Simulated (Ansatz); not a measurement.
Relaxed structures of CH3OZn (charge -1), singlet (PBE0-D4/def2-TZVPD; forces vanish, vibrations not checked; lower isomers may exist, and structures with a doubtful reference or unclear bonds are left out; Å). Computed with Ansatz 0.2.0 (basis: def2-TZVPPD); correlated methods freeze the cores. The 3s and 3p shells of Cu and Zn are frozen; filled d shells are correlated.

(1) Rank them by CCSD(T) energy, lowest first, and give each one's height above the lowest. Links in brackets join atoms within 1.22 times the sum of their covalent radii (1.1 for two metals). (An estimate is asked for; the value comes from the calculation.)
A.
CH₃OZn ([CH3][Zn][O]), total charge -1
```
6
angstrom
C 0.3877 -0.4937 0.3948
Zn -0.6430 0.8189 -0.6548
O -1.5394 1.9607 -1.5677
H -0.1204 -1.4645 0.4363
H 1.3812 -0.6637 -0.0367
H 0.5340 -0.1577 1.4281
```
B.
CH₃OZn ([CH2][Zn][OH]), total charge -1
```
6
angstrom
C 0.2541 -0.3905 0.3418
Zn -0.9306 0.7537 -0.5019
O -1.9129 1.9313 -1.5348
H -0.0038 -1.4549 0.3568
H -1.4042 2.2128 -2.2977
H 0.6583 -0.0680 1.3073
```
C.
CH₃OZn ([CH3][O][Zn]), total charge -1
```
6
angstrom
C 0.2903 -0.3698 0.2957
Zn -1.4401 1.8341 -1.4666
O -0.4182 0.5326 -0.4259
H -0.1973 -1.3694 0.3590
H 1.3070 -0.5673 -0.1149
H 0.4583 -0.0603 1.3526
```

The T1 diagnostic stays at or below 0.027. The restricted Hartree–Fock reference is unstable towards an unrestricted one at one or more of these structures.

Answers

(1) The calculation gives: C (0.000 eV), A (0.153 eV), B (0.651 eV). Heights count from the lowest.

For scale, one of the runs: CCSD(T)/def2-TZVPPD, 195 basis functions, launched by `ansatz run in.yaml --threads 2 --pin off --events-out ev --progress --plain --max-ram 4352MiB`. Hardware: 2 CPU threads of an Arm Neoverse V1, shared host. Wall time 88 s; peak host memory 2.3 GiB.
